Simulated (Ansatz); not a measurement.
Coupled-cluster diagnostics for the cluster Sn3Bi2, Ansatz.

Geometry of the singlet (PBE-D4/def2-SVP):

Cartesian coordinates in Å:
```
Bi 2.482 -0.327 -1.448
Bi -2.812 0.646 -0.119
Sn -0.837 0.587 1.904
Sn 1.457 -1.197 1.041
Sn -0.290 0.291 -1.379
```

In the def2 sets Bi, Sn take a core potential; there is no spin–orbit coupling. Correlated methods freeze 20 core orbitals; core or outer-core shells of Bi, Sn are correlated, in sets that lack core-valence functions. Another isomer (singlet) lies 1.88 eV lower at PBE0-D4/def2-TZVP; other spin states weren't run for this one.

Problem. Estimate the CCSD(T) correlation energy, the shares of MP2 and (T), T1 and the reference's ⟨S²⟩ for: charge 0, singlet, own geometry in def2-SVP; and the rough time on 4 threads of Intel Xeon on a shared host.

Solution. 
```tsv
state	basis	correlation (eV)	MP2 share (%)	(T) share (%)	T1	⟨S²⟩ (pure)	wall time	remarks
charge 0, singlet, own geometry	def2-SVP	-15.849	91.7	6.9	0.023	0.00 (0.00)	2.2 min	large T1, restricted SCF unstable
```
Customary marks for T1 are 0.02 (closed shells), 0.045 (open shells) and about 0.05 (3d metals). T1 exceeds 0.02 in 1 of 1 rows and 0.045 in 0; the higher it lies, the less the single-reference result can be trusted.
